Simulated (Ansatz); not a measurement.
## Energy profile

The step: C₂H₈Si (CC[SiH3]) + H₂ → C₂H₆ (CC) + SiH₄; bonds formed: Si1–H8, C2–H7; bonds broken: Si1–C2, H7–H8 (atoms numbered as in the saddle structure below).

```xyz
13
angstrom
Si -0.6171 0.7823 1.0733
C 0.1458 -0.8556 -0.1472
C 0.4369 -0.2409 -1.5024
H -1.7577 0.7670 0.0670
H -0.0715 2.1527 0.8823
H -1.3011 0.4281 2.3433
H 0.6470 -0.2323 0.9557
H 0.8662 0.4209 1.8700
H 0.9215 -1.5880 0.1263
H -0.8067 -1.3892 -0.1003
H -0.3460 0.4654 -1.7895
H 1.3901 0.2938 -1.4959
H 0.4927 -1.0042 -2.2826
```

Electronic energies by CCSD(T) at an estimated basis limit (MP2 extrapolated from triple and quadruple zeta, plus CCSD(T) − MP2 in triple zeta), on PBE0-D4/def2-TZVP structures; C2H10Si, closed shell; no counterpoise correction. Computed with Ansatz 0.2.0 (basis: def2-TZVPP and def2-QZVPP); correlated methods freeze the cores. Extrapolation: Hartree–Fock as exp(−7.88 √X), correlation as X^−2.97.

Give the profile in kJ/mol, counted from the separated reactants. (Judge from chemistry; the value comes from the calculation.)

The calculation gives:
| point | kJ/mol |
| --- | --- |
| separated: C2H8Si (linked as [CH3][CH2][SiH3]; Si1, C2, C3, H4, H5, H6, H9, H10, H11, H12, H13; singlet) + H2 (H7, H8; singlet) | 0.0 |
| start structure | -2.0 |
| saddle | 302.6 |
| end structure | -34.1 |
| separated: SiH4 (Si1, H4, H5, H6, H8; singlet) + C2H6 (linked as [CH3][CH3]; C2, C3, H7, H9, H10, H11, H12, H13; singlet) | -30.1 |

No T1 diagnostic of these runs exceeds 0.012. The end structure is not quite a true minimum (one mode of 47i cm⁻¹).

For scale, one of the runs: CCSD(T)/def2-TZVPP, 244 basis functions, launched by `ansatz run in.yaml --threads 4 --pin off --events-out ev --progress --plain --max-ram 9574MiB`. The run took 37 s on 4 CPU threads of an Intel Xeon Platinum 8488C (shared host), with 4.8 GiB of host memory at its peak.
